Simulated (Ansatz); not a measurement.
```xyz
15

Si    0.971   -1.579    1.284
C     0.595   -0.807   -0.391
C    -0.654    0.049   -0.360
C    -0.564    1.432    0.318
Si   -0.925    1.494   -1.495
H    -0.188   -2.403    1.727
H     2.174   -2.454    1.213
H     1.216   -0.530    2.310
H     1.462   -0.212   -0.703
H     0.497   -1.607   -1.132
H    -1.554   -0.502   -0.089
H     0.428    1.723    0.654
H    -1.337    1.681    1.037
H    -2.286    1.839   -1.959
H     0.166    1.877   -2.416
```

Total charge 0; spin multiplicity 1.

Task: List the CAM-B3LYP/def2-TZVPP orbital energies in eV (Ansatz 0.2.0). (Estimate.)

Result: Computed: Occupied: -1800.69, -1800.55, -278.93, -278.64, -278.57, -145.33, -145.15, -100.66, -100.65, -100.64, -100.47, -100.47, -100.46, -24.04, -21.12, -17.71, -16.27, -15.97, -14.56, -13.49, -12.71, -11.63, -11.40, -11.13, -10.79, -10.72, -9.40, -7.90. Lowest empty: 1.10, 1.57, 2.04, 2.19, 2.50, 2.57, 2.82, 3.12.
